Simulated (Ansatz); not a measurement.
Basis-set extrapolation for C3H5AlO (PBE0-D4/def2-TZVP geometry, frozen core, the Gaussian-basis code of Ansatz). Multiplicity 1, RHF reference.

```json
{"": "HF", "def2-TZVPP": "-433.377241", "def2-QZVPP": "-433.393322"}
{"": "MP2 correlation", "def2-TZVPP": "-0.793183", "def2-QZVPP": "-0.848926"}
{"": "CCSD(T) correlation", "def2-TZVPP": "-0.858274", "def2-QZVPP": "not run"}
```

Energies in hartree. Use E(X) = E(∞) + A·exp(−7.88·√X) for Hartree–Fock and E(X) = E(∞) + B·X^(−2.97) for correlation, with X = 3 and 4, and add CCSD(T) minus MP2 of the smaller set to the MP2 limit.

What is the CCSD(T) energy at the basis-set limit?

HF limit: -433.393322 + (-0.016081) × 0.13774 = -433.39554. MP2 limit: -0.848926 + (-0.055743) × 0.74074 = -0.89022. Higher-order term: -0.858274 − (-0.793183) = -0.06509. Total: -434.35085 hartree, 72.4 kcal/mol below CCSD(T)/def2-TZVPP.
